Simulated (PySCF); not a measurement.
# Radial density of Se(20+) (selenium, charge +20)

PW91, [Ne] 3s2 3p2, high-spin 3P determinant. Calculation: PySCF 2.14, in an even-tempered Gaussian basis (18 s from 1.9 bohr⁻², ratio 2.5; 12 p from 2.4 bohr⁻², ratio 2.5; 5 d from 11 bohr⁻², ratio 2.7; 4 f from 17 bohr⁻², ratio 2.7); the spin-free X2C one-electron Hamiltonian (Gaussian nucleus).

```csv
r (bohr),4πr²ρ (e/bohr),4πr²(ρα − ρβ)
0.000648,0.2457,0.0000
0.00109,0.6155,0.0000
0.00183,1.512,-0.0001
0.00308,3.604,-0.0001
0.00519,8.154,0.0001
0.00873,16.85,0.0026
0.0147,29.87,0.0199
0.0247,41.04,0.1124
0.0415,39.21,0.4866
0.0698,33.58,1.3794
0.117,46.11,1.6689
0.198,34.53,0.0123
0.332,11.90,3.3146
0.559,8.414,4.0061
0.940,0.4510,0.2259
1.58,0.0008412,0.0004
```

Densities and radii are taken from the X2C orbitals without a picture-change correction, which distorts them close to the nucleus.

Spin-orbit coupling is strong in this species (close to jj coupling), so the high-spin LS determinant is a model state, not a physical level.
